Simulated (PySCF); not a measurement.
Isomers of C6H10O4, mass 146.058 u with the commonest isotopes. The calculation used PBE0/pcSseg-1 in PySCF (dipole) on a GFN2-xTB geometry, gas phase. One conformer each, none proved a minimum here; rigid rotors.

Task: Order these by out-of-plane moment Σ m c² = (Ia + Ib − Ic)/2, largest first.
A. `[CH3:1][CH2:2][O:3][C:4](=[O:5])[C:6](=[O:7])[O:8][CH2:9][CH3:10]` with C1–C2–O3–C4 89°, C2–O3–C4–O5 0°, O3–C4–C6–O7 -40°, C4–C6–O8–C9 178°, C6–O8–C9–C10 83° (diethyl oxalate)
B. `[CH3:1][CH2:2][O:3][C:4](=[O:5])[C@H:6]([CH3:7])[O:8][CH:9]=[O:10]` with C1–C2–O3–C4 -83°, C2–O3–C4–O5 1°, O3–C4–C6–C7 -90°, C4–C6–O8–C9 -58°, C6–O8–C9–O10 -3°
C. `[CH3:1][O:2][C@@H:3]1[O:4][CH2:5][CH2:6][C@@H:7]1[O:8][CH:9]=[O:10]` with C1–O2–C3–O4 -74°, C6–C7–O8–C9 180°, C7–O8–C9–O10 -4°, O2–C3–O4–C5 -81°, C3–O4–C5–C6 -40°, O4–C5–C6–C7 26°, C5–C6–C7–O8 115°
D. `[CH3:1][CH2:2][CH2:3][O:4][C:5](=[O:6])[C:7](=[O:8])[O:9][CH3:10]` with C1–C2–C3–O4 66°, C2–C3–O4–C5 -109°, C3–O4–C5–O6 -2°, O4–C5–C7–O8 32°, C5–C7–O9–C10 -178°
E. `[CH3:1][O:2][C:3](=[O:4])[C:5](=[O:6])[O:7][CH:8]([CH3:9])[CH3:10]` with C1–O2–C3–O4 -1°, O2–C3–C5–O6 -44°, C3–C5–O7–C8 178°, C5–O7–C8–C9 -81°

Result: A (81.75 u·Å²), D (73.19 u·Å²), E (61.66 u·Å²), B (54.20 u·Å²), C (45.00 u·Å²).

Task: Order these by dipole moment, largest first.
A. `[CH3:1][O:2][C:3](=[O:4])[C:5](=[O:6])[O:7][CH:8]([CH3:9])[CH3:10]` with C1–O2–C3–O4 -1°, O2–C3–C5–O6 -44°, C3–C5–O7–C8 178°, C5–O7–C8–C9 -81°
B. `[CH3:1][CH2:2][O:3][C:4](=[O:5])[C:6](=[O:7])[O:8][CH2:9][CH3:10]` with C1–C2–O3–C4 89°, C2–O3–C4–O5 0°, O3–C4–C6–O7 -40°, C4–C6–O8–C9 178°, C6–O8–C9–C10 83° (diethyl oxalate)
C. `[CH3:1][CH2:2][O:3][C:4](=[O:5])[C@H:6]([CH3:7])[O:8][CH:9]=[O:10]` with C1–C2–O3–C4 -83°, C2–O3–C4–O5 1°, O3–C4–C6–C7 -90°, C4–C6–O8–C9 -58°, C6–O8–C9–O10 -3°
D. `[CH3:1][O:2][C@@H:3]1[O:4][CH2:5][CH2:6][C@@H:7]1[O:8][CH:9]=[O:10]` with C1–O2–C3–O4 -74°, C6–C7–O8–C9 180°, C7–O8–C9–O10 -4°, O2–C3–O4–C5 -81°, C3–O4–C5–C6 -40°, O4–C5–C6–C7 26°, C5–C6–C7–O8 115°

Result: C (2.62 D), D (1.93 D), B (1.67 D), A (1.41 D).

Task: Order these by radius of gyration √(Σ m r²/M), largest first.
A. `[CH3:1][CH2:2][O:3][C:4](=[O:5])[C@H:6]([CH3:7])[O:8][CH:9]=[O:10]` with C1–C2–O3–C4 -83°, C2–O3–C4–O5 1°, O3–C4–C6–C7 -90°, C4–C6–O8–C9 -58°, C6–O8–C9–O10 -3°
B. `[CH3:1][O:2][C:3](=[O:4])[C:5](=[O:6])[O:7][CH:8]([CH3:9])[CH3:10]` with C1–O2–C3–O4 -1°, O2–C3–C5–O6 -44°, C3–C5–O7–C8 178°, C5–O7–C8–C9 -81°
C. `[CH3:1][O:2][C@@H:3]1[O:4][CH2:5][CH2:6][C@@H:7]1[O:8][CH:9]=[O:10]` with C1–O2–C3–O4 -74°, C6–C7–O8–C9 180°, C7–O8–C9–O10 -4°, O2–C3–O4–C5 -81°, C3–O4–C5–C6 -40°, O4–C5–C6–C7 26°, C5–C6–C7–O8 115°
D. `[CH3:1][CH2:2][O:3][C:4](=[O:5])[C:6](=[O:7])[O:8][CH2:9][CH3:10]` with C1–C2–O3–C4 89°, C2–O3–C4–O5 0°, O3–C4–C6–O7 -40°, C4–C6–O8–C9 178°, C6–O8–C9–C10 83° (diethyl oxalate)

Result: D (2.473 Å), B (2.443 Å), A (2.236 Å), C (2.046 Å).

```tsv
SMILES	point group	Ia (u·Å²)	Ib (u·Å²)	Ic (u·Å²)	κ	μa (D)	μb (D)	μc (D)
CCOC(=O)[C@H](C)OC=O	C1	223.17	561.50	676.27	-0.80	1.09	2.15	1.02
CO[C@@H]1OCC[C@@H]1OC=O	C1	271.78	384.85	566.63	-0.13	1.34	0.91	1.05
COC(=O)C(=O)OC(C)C	C1	162.47	770.87	810.02	-0.97	0.36	0.67	1.19
CCCOC(=O)C(=O)OC	C1	185.97	742.58	782.16	-0.97	0.51	0.77	1.06
CCOC(=O)C(=O)OCC	near C2	172.06	802.99	811.56	-0.99	0.02	0.53	1.58
```
